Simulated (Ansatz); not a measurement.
Consider the formal hydrolysis of a B–N bond: `CNB(C)N` + H₂O → `CB(N)O` + CH₃NH₂.

Calculated with Ansatz (gas phase, PBE0-D4/def2-TZVP geometries, no zero-point term in ΔE). CCSD(T)/CBS adds triple-zeta CCSD(T) − MP2 to the extrapolated MP2 energy (def2 sets, frozen cores). This one scheme is used for every species. DFT in def2-TZVPP. B3LYP here is the variant with VWN-RPA as its local correlation; programs differ in this. Each species was taken in one conformer, which may not be the lowest.

`CNB(C)N`:

Cartesian coordinates in Å:
```
C -1.501 -1.217 -0.128
N -0.105 -0.976 -0.379
B 0.628 0.198 -0.076
C -0.067 1.441 0.613
N 2.009 0.261 -0.395
H -1.660 -2.067 0.547
H -2.060 -1.415 -1.050
H -1.946 -0.341 0.341
H 0.368 -1.749 -0.817
H -0.494 1.177 1.586
H -0.890 1.832 0.007
H 0.631 2.266 0.780
H 2.525 -0.481 -0.832
H 2.563 1.072 -0.197
```

H₂O:

```xyz
3

O     0.187    0.020    0.341
H     0.368   -0.575   -0.390
H    -0.555    0.555    0.049
```

`CB(N)O`:

```xyz
10

C     0.807   -0.446   -0.773
B    -0.164    0.059    0.364
N    -1.271    0.877    0.091
O     0.032   -0.284    1.686
H     0.833   -1.540   -0.808
H     0.528   -0.094   -1.769
H     1.834   -0.115   -0.586
H    -1.891    1.198    0.814
H    -1.509    1.186   -0.832
H     0.800   -0.841    1.812
```

CH₃NH₂:

Z-matrix (Å, degrees):
```
C
N 1 1.453
H 1 1.092 2 109.4
H 1 1.100 2 115.4 3 -121.6
H 1 1.092 2 109.4 3 116.8
H 2 1.012 1 110.6 3 62.6
H 2 1.012 1 110.6 3 -179.3
```

```tsv
level	ΔE (kJ/mol)
r2SCAN-D4	-26.8
PBE0-D4	-22.7
B3LYP-D4	-24.9
B3LYP	-32.4
HF/def2-TZVPP	-39.6
CCSD(T)/def2-TZVPP	-24.7
HF/def2-QZVPP	-39.3
SCS-MP2/def2-QZVPP	-23.8
```

**Question.** What does CCSD(T)/CBS give? (Estimate.)

**Answer.** Ansatz gave: -21.1 kJ/mol. The listed levels differ from it by -5.7, -1.6, -3.8, -11.3, -18.5, -3.6, -18.2, -2.7 kJ/mol.

Largest T1 diagnostic among the species: 0.011.

The D4 term adds +7.5 kJ/mol with B3LYP and +4.3 kJ/mol with PBE0; it sums over pairs of atoms, weighted by their polarisabilities, and B3LYP, whose exchange is more repulsive, gets the larger term. In def2-TZVPP, CCSD(T) changes the Hartree–Fock value by +14.9 kJ/mol (the triples alone add +1.8 kJ/mol) and MP2 by +18.0 kJ/mol.
